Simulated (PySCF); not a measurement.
**PbF⁺ at RHF-CCSD**

Computed with RHF-CCSD; basis Pb def2-SVP with ECP60, F def2-SVP; scalar-relativistic core potentials; PySCF 2.14.

For PbF⁺, the state is ¹Σ⁺ (singlet), closed shell. The bond length is 3.780 bohr and the harmonic wavenumber is 642 cm⁻¹. The force constant is 4.23 mdyn/Å and the rotational constant Be is 0.2420 cm⁻¹. The anharmonicity ωexe is 2.13 cm⁻¹ and the vibration–rotation constant αe is 0.00115 cm⁻¹.

Correlated steps freeze 5 core orbitals. Spin–orbit coupling is left out, which matters for elements this heavy, above all for dissociation energies. The CCSD T1 diagnostic is raised, a sign that a single reference may not be enough here.
